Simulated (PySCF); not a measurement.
Hf(I)2(NH2)2 (H4HfI2N2), SMILES [NH2][Hf]([NH2])([I])[I], multiplicity 1.

Geometry: B3LYP-D3(BJ)/def2-SVP. The multiplicity is an assumed one; other spin states were not compared. The def2 effective core potentials stand for the cores of Hf, I; spin–orbit coupling is left out. One conformer was computed; it need not be the lowest.

Two levels are set side by side: TDDFT-PBE/def2-SVPD (PySCF) and TDDFT-B3LYP/def2-SVPD (PySCF). Vertical, same geometry. The lowest singlet is HOMO→LUMO 99 % with PBE and HOMO→LUMO 98 % with the other functional; states are paired by order. Differences are taken from unrounded values.

```json
[
 {"quantity": "lowest singlet excitation (eV)", "TDDFT-B3LYP": "4.35"},
 {"quantity": "lowest triplet excitation (TDA) (eV)", "TDDFT-B3LYP": "4.26"},
 {"quantity": "first bright state (f over 0.05) (eV)", "TDDFT-B3LYP": "4.91"},
 {"quantity": "its oscillator strength", "TDDFT-B3LYP": "0.08"}
]
```

### Question
What does TDDFT-PBE give, and how far is it from TDDFT-B3LYP? (An estimate is asked for; the answer gives what the named calculation found.)

### Answer

| quantity | TDDFT-PBE | TDDFT-PBE minus TDDFT-B3LYP |
|---|---|---|
| lowest singlet excitation (eV) | 3.89 | -0.47 |
| lowest triplet excitation (TDA) (eV) | 3.79 | -0.47 |
| first bright state (f over 0.05) (eV) | 4.54 | -0.37 |
| its oscillator strength | 0.07 | -0.02 |

Functionals without exact exchange tend to place singlet excitations lower, as here. Differences between two approximate levels are no errors against the true value.

Rough cost on one machine, each run with all the roots and properties that it gave: TDDFT-B3LYP against TDDFT-PBE about 3 times.
